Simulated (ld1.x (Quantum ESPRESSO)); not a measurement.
**Which change was made? (Ni, ultrasoft)**

nickel (Ni), ultrasoft, made with ld1.x (Quantum ESPRESSO) 7.5 (Wu–Cohen, scalar-relativistic). Core [Ne] 3s2, reference 3p6 3d8 4s2 4p0. Waves: 4s (bound): rcut 1.70, rcutus 1.90 bohr; 4s channel at 1.15 Ry: rcut 1.70, rcutus 1.90 bohr; 3p (bound): rcut 1.15, rcutus 1.25 bohr; 4p (bound, empty): rcut 1.15, rcutus 1.25 bohr; 3d (bound): rcut 0.65, rcutus 0.75 bohr; 3d channel at -0.2 Ry: rcut 0.65, rcutus 0.75 bohr. Local part: all-electron potential smoothed inside 1.30 bohr (lloc = -1). Core correction: none. Augmentation charge: built from norm-conserving waves at rcut, not smoothed further.

Cutoffs, loose and tight: the cutoffs (Ry, on a coarse ladder) from which the occupation-weighted sum of valence levels, in a spherical-Bessel basis at the reference potential, stays within 10 and 1 mRy of its value at 400 Ry. They do not see the model core or the augmentation charge, which bear on the density cutoff. Test errors are all-electron minus pseudo excitation energies from the reference, over the configurations 3p6 3d8 4s1 4p0; 3p6 3d8 4s0 4p0; 3p6 3d7 4s0 4p0; 3p6 3d8 4s0 4p1; 3p6 3d7 4s2 4p0; 3p6 3d9 4s1 4p0; 3p6 3d8 4s0 4p2; variants that change the core or the reference have their own tests. The largest error is taken over the tests solved by every variant that gives reliable tests at all, those not shown here included: 3p6 3d7 4s0 4p0; 3p6 3d7 4s2 4p0; 3p6 3d8 4s0 4p0; 3p6 3d8 4s0 4p2; 3p6 3d8 4s1 4p0; 3p6 3d9 4s1 4p0.

The base gives: outcome: generated; bound ghosts: s; largest test error (meV): -1841.

(1) After one change the result is: outcome: generated; cutoff, loose: 35 Ry; cutoff, tight: 55 Ry; bound ghosts: p; largest test error (meV): -453. Which change was it?
A. type TM; waves now 3p (bound): rc 1.25 bohr; 3d (bound): rc 0.75 bohr; 4s (bound): rc 1.90 bohr; local potential the s channel
B. waves 3p (bound): rcut 0.74, rcutus 0.78 bohr; 4p (bound): rcut 0.74, rcutus 0.78 bohr
C. core [Ar], valence charge 10; reference 3d8 4s2 4p0; waves now 4s (bound): rcut 2.25, rcutus 2.45 bohr; 4s channel at 1.15 Ry: rcut 2.25, rcutus 2.45 bohr; 4p (bound): rcut 2.95, rcutus 3.75 bohr; 4p channel at 2.65 Ry: rcut 2.95, rcutus 3.75 bohr; 3d (bound): rcut 1.65, rcutus 1.75 bohr; 3d channel at -0.2 Ry: rcut 1.65, rcutus 1.75 bohr; local potential all-electron potential smoothed inside 3.70 bohr (lloc = -1); core correction Bessel-smoothed model core inside 1.30 bohr

Answers

(1) C. The others give: waves 3p (bound): rcut 0.74, rcutus 0.78 bohr; 4p (bound): rcut 0.74, rcutus 0.78 bohr → outcome: generated; cutoff, loose: 230 Ry; cutoff, tight: over 300 Ry; bound ghosts: s; largest test error (meV): +58 | type TM; waves now 3p (bound): rc 1.25 bohr; 3d (bound): rc 0.75 bohr; 4s (bound): rc 1.90 bohr; local potential the s channel → outcome: generated; cutoff, loose: over 300 Ry; cutoff, tight: over 300 Ry; bound ghosts: none; largest test error (meV): -1640.
